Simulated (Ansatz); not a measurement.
Reaction: H5BGeO (SMILES O[BH][GeH3]) → H4BGeO (SMILES O[BH][GeH2], doublet) + H (doublet) (the Ge-H bond breaks)
Each species at its own B3LYP-D3(BJ)/def2-TZVP minimum (Ansatz, a quantum-chemistry and plane-wave program), one conformer.

Total energies in hartree (Ansatz). Radicals and triplets start from unrestricted determinants; spin-orbit coupling is neglected. Cores are frozen in correlated methods (noble-gas shells, and filled d and f shells in the p block). No relativity. Where a partner has so few electrons that a lower coupled-cluster level is exact, that level stands in.

```csv
species,HF/cc-pVTZ,CCSD(T)/cc-pVTZ,HF/cc-pVQZ,CCSD(T)/cc-pVQZ,CCSD(T)/cc-pVDZ,CCSDT(Q)/cc-pVDZ
1: H5BGeO (SMILES O[BH][GeH3]),-2177.92969,-2178.45118,-2177.94128,-2178.49340,-2178.24827,-2178.25011
"2: H4BGeO (SMILES O[BH][GeH2], doublet)",-2177.32629,-2177.81962,-2177.33756,-2177.86051,-2177.62092,-2177.62284
3: H (doublet),-0.49981,-0.49981,-0.49995,-0.49995,-0.49928,-0.49928
```

Question: Work out the bond dissociation energy (electronic) in kcal/mol: take Hartree-Fock from cc-pVQZ, extrapolate the CCSD(T) correlation energy as X^-3 (X = 3, 4), and add CCSDT(Q) - CCSD(T) in cc-pVDZ. 1 hartree = 627.51 kcal/mol.

Answer: 
Species 1: correlation (64·(-0.55212) - 27·(-0.52149))/37 = -0.57447; step -0.00184; E1 = -2177.94128 + (-0.57447) + (-0.00184) = -2178.51759
Species 2: correlation (64·(-0.52295) - 27·(-0.49333))/37 = -0.54456; step -0.00192; E2 = -2177.33756 + (-0.54456) + (-0.00192) = -2177.88404
Species 3: correlation (64·(0.00000) - 27·(0.00000))/37 = 0.00000; step +0.00000; E3 = -0.49995 + (0.00000) + (+0.00000) = -0.49995
-1·E1 +1·E2 +1·E3 = 0.13360 hartree = 83.8 kcal/mol.
